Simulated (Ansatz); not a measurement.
Method: frozen-core CCSD(T)/cc-pVTZ // B3LYP-D3(BJ)/def2-TZVP (Ansatz, a first-principles code).

Ansatz 0.2 input:
```yaml
crystal:
  periodic: [false, false, false]
  atoms:
    - { symbol: N, position_ang: [-1.04313, -0.974768, 0.053789] }
    - { symbol: B, position_ang: [0.00011, -0.000079, 0.000198] }
    - { symbol: N, position_ang: [1.35897, -0.396171, 0.199881] }
    - { symbol: N, position_ang: [-0.314629, 1.370771, -0.250528] }
    - { symbol: H, position_ang: [-0.872451, -1.954522, 0.185643] }
    - { symbol: H, position_ang: [-2.005666, -0.759909, -0.130048] }
    - { symbol: H, position_ang: [2.115667, 0.2603, 0.257126] }
    - { symbol: H, position_ang: [1.622803, -1.327564, 0.463889] }
    - { symbol: H, position_ang: [0.382208, 2.08761, -0.333954] }
    - { symbol: H, position_ang: [-1.243881, 1.694331, -0.445994] }
basis:
  gaussian: { orbitals: cc-pVTZ }
correlation:
  method: ccsd_t
```

Output:

```
Functional definition: HF
1171 factors; integrals over basis functions are off by at most 1.2e-3 eV
mean field evaluation 1: about -5212.1434 eV, gradient 5.1e1 eV
mean field evaluation 2: about -5212.1464 eV, gradient 5.1e1 eV
mean field evaluation 4: about -5217.2479 eV, gradient 3.0e0 eV
mean field evaluation 8: about -5217.2816 eV, gradient 5.3e-2 eV
mean field evaluation 16: about -5217.2786 eV, gradient 3.2e-1 eV
mean field -5217.28158759 eV, -191.7315619434 hartree, gradient 5.0e-6 eV, S^2 0.000000; 0 other end points of the search recorded, 0 dependent functions left out
4 core orbitals not correlated
reference -5217.28158759 eV, -191.7315619434 hartree; 12, 12 occupied and 188, 188 virtual orbitals, 1171 factors
second order -20.25478361 eV of doubles, -0.00000000 eV of singles
cycle   1  -20.51973105 eV  change   -2.6e-1 eV  update   7.5e-2
cycle   2  -20.91934722 eV  change   -4.0e-1 eV  update   2.1e-2
cycle   3  -20.99089490 eV  change   -7.2e-2 eV  update   9.5e-3
cycle   4  -20.98295864 eV  change    7.9e-3 eV  update   2.1e-3
cycle   5  -20.98380545 eV  change   -8.5e-4 eV  update   8.9e-4
cycle   6  -20.98370812 eV  change    9.7e-5 eV  update   2.0e-4
cycle   7  -20.98358243 eV  change    1.3e-4 eV  update   6.3e-5
cycle   8  -20.98356248 eV  change    2.0e-5 eV  update   2.0e-5
perturbative correction -0.78602572 eV, -0.0288859124 hartree
Total energy: -5239.05117579 eV, -192.5315795538 hartree
```

Cost: very roughly 70 core-seconds.
